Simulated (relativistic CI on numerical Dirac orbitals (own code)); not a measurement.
**Zn⁴⁺: 3d valence photoemission**

Computed with this model: Dirac-Coulomb-Breit CI, separate exchange-only KLI orbitals for each configuration, a model potential for QED, multiplet model of photoemission in the sudden approximation, unscaled Slater integrals; configurations [Ar] 3d8 → [Ar] 3d7; 300 K; Lorentzian 0.42 eV and Gaussian 0.5 eV FWHM. Energies are those of the free ion, without screening or charge transfer. The energies are binding energies and can lie tens of eV above those of solids. S is read from ⟨S²⟩ = S(S + 1).

Field parameters in Wybourne normalisation: D3d B²₀ = −7Dσ, B⁴₀ = −14Dq − 21Dτ, B⁴₃ = −14√(10/7) Dq; D4h B²₀ = −7Ds, B⁴₀ = 21(Dq − Dt), B⁴₄ = 21√(5/14) Dq; Oh B⁴₀ = 21Dq, B⁴₄ = √(5/14) B⁴₀. The field is a parameter set, without covalency.

Computed curve for D3d, 10Dq = 18250, Dσ = -280, Dτ = -360 cm⁻¹, scaled to 100 at the maximum (points under 2 are left out and the grid is thinned):

Energy (eV), Intensity and a bar:
```
     79.9        2.1 
     80.1        2.5 
     80.3        3.1 
     80.4        3.4 
     80.6        4.4 #
     80.8        5.9 #
     81.0        8.5 ##
     81.2       13.6 ####
     81.4       24.4 #######
     81.5       33.0 #########
     81.7       55.5 ################
     81.9       77.6 #######################
     82.1       94.1 ############################
     82.3      100.0 ##############################
     82.4       95.0 ############################
     82.6       69.4 #####################
     82.8       40.8 ############
     83.0       23.9 #######
     83.2       17.7 #####
     83.3       17.4 #####
     83.5       21.8 ######
     83.7       35.7 ##########
     83.9       57.0 #################
     84.1       68.5 ####################
     84.3       56.5 #################
     84.4       45.4 #############
     84.6       26.2 #######
     84.8       17.0 #####
     85.0       15.8 ####
     85.2       21.0 ######
     85.3       25.9 #######
     85.5       37.4 ###########
     85.7       45.4 #############
     85.9       44.6 #############
     86.1       35.7 ##########
     86.2       30.3 #########
     86.4       22.4 ######
     86.6       21.0 ######
     86.8       22.3 ######
     87.0       21.6 ######
     87.2       17.9 #####
     87.3       15.4 ####
     87.5       10.7 ###
     87.7        7.6 ##
     87.9        6.2 #
     88.1        5.4 #
     88.2        4.9 #
     88.4        3.7 #
     88.6        2.7 
     88.8        2.3 
     89.0        2.2 
     89.1        2.3 
     89.3        2.8 
     89.5        3.5 
     89.7        3.9 #
     89.9        3.6 
     90.1        2.7 
     90.2        2.3 
     96.0        2.3 
     96.2        2.1
```

The ground state has S = 1.00, and the centroid lies at 84.02 eV.
